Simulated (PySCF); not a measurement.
Geometry:
```tsv
atom	x (Å)	y (Å)	z (Å)
C1	-1.342	1.405	0.526
C2	-1.034	0.185	-0.326
Si3	-1.403	-1.600	0.284
C4	0.343	-1.715	-0.492
C5	0.470	-0.174	-0.507
C6	1.293	0.286	0.644
F7	1.000	-0.266	1.841
C8	2.273	1.179	0.594
F9	3.012	1.592	1.618
F10	2.651	1.786	-0.529
H11	-2.416	1.577	0.547
H12	-1.005	1.269	1.551
H13	-0.862	2.296	0.121
H14	-1.456	0.348	-1.321
H15	-1.453	-1.759	1.732
H16	-2.481	-2.307	-0.403
H17	0.353	-2.114	-1.503
H18	1.135	-2.211	0.063
H19	0.912	0.235	-1.418
```

Computational details: shieldings: GIAO PBE0/pcSseg-1, coordinates at the GFN2-xTB level, in PySCF 2.14.0 with density-fitted response routines (one averaged value for each set of equivalent atoms, single conformer, relativity neglected, no solvent model).

Chemical shifts δ = σref − σ; 13C (σref 186.93) and 1H (σref 31.72) and 29Si (σref 349.16) vs TMS; CFCl3 for 19F (σref 170.95), all at this level.

| atoms | nucleus | count | δ (ppm) |
| --- | --- | --- | --- |
| Si3 | 29Si | 1 | -28.3 |
| H11/H12/H13 | 1H | 3 | 1.18 |
| C8 | 13C | 1 | 167.1 |
| C5 | 13C | 1 | 39.7 |
| H16 | 1H | 1 | 4.73 |
| F9 | 19F | 1 | -108.8 |
| H18 | 1H | 1 | ? |
| C2 | 13C | 1 | 27.7 |
| H14 | 1H | 1 | 2.33 |
| H17 | 1H | 1 | 1.87 |
| F7 | 19F | 1 | -194.3 |
| F10 | 19F | 1 | -126.5 |
| H15 | 1H | 1 | ? |
| H19 | 1H | 1 | ? |
| C1 | 13C | 1 | 17.5 |
| C6 | 13C | 1 | ? |
| C4 | 13C | 1 | ? |

Fill in the missing shifts.

Results:


- C6: 140.9 ppm, fully substituted alkene carbon; the olefinic region
- C4: 11.9 ppm, sp3 CH2 bonded to Si; an electropositive neighbour leaves it electron-rich and shielded
- H15: 4.59 ppm, hydrogen on a silicon bonded to 2 C, in a 4-membered ring
- H19: 3.37 ppm, hydrogen on an allylic sp3 CH
- H18: 1.42 ppm, hydrogen on an sp3 CH2 bonded to Si

Shifts are as computed. Against solution values, carbons near 30 ppm lie about +3 ppm off and those near 130 ppm about +5 ppm. Of 1211 compounds with measured shifts, 218 miss one by over three times the rms of a fit or turn the order of signals round; such compounds aren't used in these exercises. Unscaled 19F shifts against computed CFCl3 carry errors that often reach 10 to 50 ppm.
